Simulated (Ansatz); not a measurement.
Z-matrix (Å, degrees):
```
Si
C 1 1.863
F 1 1.604 2 116.3
Si 1 2.327 2 76.2 3 118.1
H 1 1.486 2 114.6 3 -123.5
C 2 1.351 1 103.5 3 -123.6
H 2 1.089 1 133.1 3 61.3
H 4 1.488 1 118.7 2 -104.3
H 4 1.489 1 122.8 2 114.9
H 6 1.089 2 122.8 1 -173.6
```

Charge 0, multiplicity 1.

(1) List the ωB97M-V/def2-TZVPP orbital energies in eV (the Gaussian-basis code of Ansatz). (Best estimate.)

Results:

(1) The calculation gave: Occupied: -1807.73, -1806.90, -677.29, -281.97, -281.79, -148.69, -148.00, -102.85, -102.80, -102.77, -102.12, -102.10, -102.09, -35.81, -24.76, -18.87, -18.56, -16.79, -15.72, -15.23, -15.02, -14.10, -12.57, -12.28, -10.71, -10.61, -9.85. Lowest empty: 1.04, 1.59, 1.98, 2.13, 3.26, 3.28, 3.73, 3.87.
